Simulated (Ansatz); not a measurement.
Species: C4H9O, charge 0, multiplicity 2. It need not be the lowest isomer of its formula. SMILES: CC([CH2])CO
Geometry from a B3LYP-D3(BJ)/def2-TZVP (Ansatz, a first-principles code) optimisation:
```
C
H 1 1.1036
C 1 1.4867 2 108.69
H 3 1.0812 1 120.80 2 96.20
H 3 1.0824 4 117.89 1 172.66
C 1 1.5278 2 105.42 3 -118.62
H 6 1.0969 1 109.42 2 67.33
H 6 1.0974 7 108.05 1 -118.95
O 6 1.4251 7 110.56 8 -121.54
H 9 0.9619 6 108.87 7 65.20
C 1 1.5304 2 107.63 6 -119.35
H 11 1.0889 1 110.68 2 59.34
H 11 1.0915 12 108.50 1 121.67
H 11 1.0930 12 108.40 13 117.00
```
Charge 0, spin multiplicity 2.

Property: atomisation energy (electronic, to ground-state atoms); the coupled-cluster value holds the core correlation from cc-pwCVTZ, in eV. Valence correlation only, unless marked. Open shells are spin-unrestricted. Spin-orbit coupling is left out. Non-relativistic. Basis-set limits of correlation are two-point, X^-3; Hartree-Fock from the larger set.

Level to compare with: CCSD(T)/CBS(cc-pVTZ,cc-pVQZ) plus the core term (Ansatz), 56.12 eV. It is a level with limits of its own, and the differences hold the functionals' basis error too.

Problem. Rank these functionals by how close they come to CCSD(T)/CBS(cc-pVTZ,cc-pVQZ), closest first: wB97X-V/def2-TZVPD (Ansatz); B97M-V/def2-TZVPD (Ansatz); CAM-B3LYP/def2-TZVPD (Ansatz).

Solution. CAM-B3LYP/def2-TZVPD (range-separated hybrid, 56.03 eV, difference -0.09), wB97X-V/def2-TZVPD (range-separated hybrid with VV10, 55.96 eV, difference -0.16), B97M-V/def2-TZVPD (meta-GGA with VV10, 55.89 eV, difference -0.23)
